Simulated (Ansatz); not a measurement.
Compare A (`C=C([SiH3])OC`) with its isomer B (`CC(C)[Si]O`).

Program: Ansatz. Geometries: PBE0-D4/def2-TZVP. ΔE: electronic, gas phase. CCSD(T)/CBS adds triple-zeta CCSD(T) − MP2 to the extrapolated MP2 energy (def2 sets, frozen cores). DFT in def2-TZVPP. B3LYP here is the variant with VWN-RPA as its local correlation; programs differ in this. One conformer a species, not always the lowest.

Problem. Which is lower in electronic energy at CCSD(T)/CBS, and by how much? (An estimate is asked.)

Solution. The calculation gave: B, by 35.2 kcal/mol.

Problem. Give E(B) − E(A) in kcal/mol with B3LYP, PBE-D4, r2SCAN-D4, CCSD/def2-TZVPP, B3LYP-D4, CCSD(T)/def2-TZVPP, PBE0-D4. (Best estimate.)

Solution. Ansatz gave: B3LYP -30.8, PBE-D4 -33.0, r2SCAN-D4 -30.9, CCSD/def2-TZVPP -34.8, B3LYP-D4 -31.8, CCSD(T)/def2-TZVPP -34.4, PBE0-D4 -33.9. None reverses the order clearly.

Largest T1 diagnostic: 0.013.

From PBE to PBE0 (25 % exact exchange), in def2-TZVPP and without D4, E(B) − E(A) moves by −1.0 kcal/mol. The D4 term adds −0.9 kcal/mol with B3LYP and −0.5 kcal/mol with PBE0; it sums over pairs of atoms, weighted by their polarisabilities, and B3LYP, whose exchange is more repulsive, gets the larger term.
